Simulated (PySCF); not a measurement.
A species of formula C7H9Cl3O has this rotational fingerprint, computed with PySCF 2.14.0, PBE0-D3(BJ)/def2-SVP geometry optimisation, gas phase:

* Rotational constants: A = 1249, B = 377.5, C = 364.6 MHz
* Dipole components: |μa| = 1.98 D, |μb| = 1.09 D, |μc| = 1.45 D
* Inertial defect: -356.99 u·Å²
* κ: -0.97

Question: Which structure is it? (One computed conformer of each.)
A. `[Cl:1][C:2]([Cl:3])([Cl:4])[C@@H:5]1[CH2:6][CH2:7][C@@H:8]2[O:9][C@@H:10]2[CH2:11]1` with C2–C5–C6–C7 168°, C5–C6–C7–C8 53°, C6–C7–C8–O9 46°, C7–C8–O9–C10 -111°
B. `[CH2:1]=[CH:2][C:3](=[O:4])[CH2:5][C@@H:6]([CH3:7])[C:8]([Cl:9])([Cl:10])[Cl:11]` with C1–C2–C3–O4 -2°, C2–C3–C5–C6 -175°, C3–C5–C6–C7 74°
C. `[CH2:1]=[C:2]([CH2:3]/[CH:4]=[CH:5]\[C:6]([Cl:7])([Cl:8])[Cl:9])[O:10][CH3:11]` with C1–C2–C3–C4 111°, C2–C3–C4–C5 -127°, C1–C2–O10–C11 -2°

Answer: B. It is C=CC(=O)C[C@@H](C)C(Cl)(Cl)Cl, a near-prolate asymmetric top, point group C1. The candidates at the same level (rigid rotor, commonest isotopes):

| SMILES | A (MHz) | B (MHz) | C (MHz) | μa (D) | μb (D) | μc (D) | Δ (u·Å²) | point group | rotor |
| --- | --- | --- | --- | --- | --- | --- | --- | --- | --- |
| C=CC(=O)C[C@@H](C)C(Cl)(Cl)Cl | 1249 | 377.5 | 364.6 | 1.98 | 1.09 | 1.45 | -356.99 | C1 | near-prolate asymmetric top |
| C=C(C/C=C\C(Cl)(Cl)Cl)OC | 1454 | 336.8 | 328.6 | 2.60 | 0.47 | 0.91 | -309.95 | C1 | near-prolate asymmetric top |
| ClC(Cl)(Cl)[C@@H]1CC[C@@H]2O[C@@H]2C1 | 1205 | 488.6 | 451.3 | 1.08 | 0.48 | 1.91 | -333.92 | C1 | near-prolate asymmetric top |

`C=C(C/C=C\C(Cl)(Cl)Cl)OC` has A 16 % too high; `ClC(Cl)(Cl)[C@@H]1CC[C@@H]2O[C@@H]2C1` has B 29 % too high. No structure here is proved a minimum.
